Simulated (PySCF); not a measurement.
SMILES O([SiH2][SiH2]C(=O)OC)C, singlet, GFN2-xTB optimised geometry.

```
18

C      3.92     0.75     1.65
O      2.87     0.03     2.22
Si     1.27     0.31     2.19
Si     0.52     0.45     0.00
C     -1.38     0.45     0.00
O     -2.11     1.42     0.00
O     -1.82    -0.81     0.06
C     -3.23    -1.04     0.12
H      4.02     1.72     2.13
H      3.75     0.90     0.58
H      4.84     0.18     1.79
H      0.96     1.54     2.95
H      0.86    -0.86     2.96
H      0.90    -0.67    -0.87
H      0.91     1.67    -0.73
H     -3.54    -1.56    -0.79
H     -3.43    -1.67     0.99
H     -3.75    -0.09     0.21
```

Density from CAM-B3LYP/def2-SVP run with PySCF at that geometry.

Minimum of the electron density along straight lines between bonded atoms, close to the bond critical point (lines longer than 1.1 times the sum of covalent radii, or with two minima, are not listed):

```json
[
 {"bond": "C1–O2", "length / Å": "1.392", "ρ at the minimum / e bohr⁻³": "0.261", "∇²ρ there / e bohr⁻⁵": "-0.31", "position (fraction from the first atom)": "0.34"},
 {"bond": "O2–Si3", "length / Å": "1.625", "ρ at the minimum / e bohr⁻³": "?", "∇²ρ there / e bohr⁻⁵": "1.07", "position (fraction from the first atom)": "0.59"},
 {"bond": "Si4–C5", "length / Å": "1.907", "ρ at the minimum / e bohr⁻³": "0.111", "∇²ρ there / e bohr⁻⁵": "0.34", "position (fraction from the first atom)": "0.38"},
 {"bond": "C5–O6", "length / Å": "1.206", "ρ at the minimum / e bohr⁻³": "?", "∇²ρ there / e bohr⁻⁵": "0.31", "position (fraction from the first atom)": "0.33"},
 {"bond": "C5–O7", "length / Å": "1.341", "ρ at the minimum / e bohr⁻³": "0.300", "∇²ρ there / e bohr⁻⁵": "-0.32", "position (fraction from the first atom)": "0.34"},
 {"bond": "O7–C8", "length / Å": "1.425", "ρ at the minimum / e bohr⁻³": "?", "∇²ρ there / e bohr⁻⁵": "-0.31", "position (fraction from the first atom)": "0.66"},
 {"bond": "C1–H9", "length / Å": "1.093", "ρ at the minimum / e bohr⁻³": "0.282", "∇²ρ there / e bohr⁻⁵": "-1.08", "position (fraction from the first atom)": "0.64"},
 {"bond": "C1–H10", "length / Å": "1.094", "ρ at the minimum / e bohr⁻³": "0.280", "∇²ρ there / e bohr⁻⁵": "-1.06", "position (fraction from the first atom)": "0.63"},
 {"bond": "C1–H11", "length / Å": "1.091", "ρ at the minimum / e bohr⁻³": "0.284", "∇²ρ there / e bohr⁻⁵": "-1.11", "position (fraction from the first atom)": "0.64"},
 {"bond": "Si3–H12", "length / Å": "1.474", "ρ at the minimum / e bohr⁻³": "0.117", "∇²ρ there / e bohr⁻⁵": "0.31", "position (fraction from the first atom)": "0.49"},
 {"bond": "Si3–H13", "length / Å": "1.460", "ρ at the minimum / e bohr⁻³": "0.120", "∇²ρ there / e bohr⁻⁵": "0.33", "position (fraction from the first atom)": "0.49"},
 {"bond": "Si4–H14", "length / Å": "1.471", "ρ at the minimum / e bohr⁻³": "0.116", "∇²ρ there / e bohr⁻⁵": "0.32", "position (fraction from the first atom)": "0.49"},
 {"bond": "Si4–H15", "length / Å": "1.473", "ρ at the minimum / e bohr⁻³": "0.115", "∇²ρ there / e bohr⁻⁵": "0.32", "position (fraction from the first atom)": "0.49"},
 {"bond": "C8–H16", "length / Å": "1.090", "ρ at the minimum / e bohr⁻³": "0.283", "∇²ρ there / e bohr⁻⁵": "-1.10", "position (fraction from the first atom)": "0.64"},
 {"bond": "C8–H17", "length / Å": "1.090", "ρ at the minimum / e bohr⁻³": "0.283", "∇²ρ there / e bohr⁻⁵": "-1.10", "position (fraction from the first atom)": "0.64"},
 {"bond": "C8–H18", "length / Å": "1.092", "ρ at the minimum / e bohr⁻³": "0.285", "∇²ρ there / e bohr⁻⁵": "-1.14", "position (fraction from the first atom)": "0.66"}
]
```

Some entries are withheld; supply them.


- O2–Si3, ρ at the minimum / e bohr⁻³: 0.128
- C5–O6, ρ at the minimum / e bohr⁻³: 0.415
- O7–C8, ρ at the minimum / e bohr⁻³: 0.243
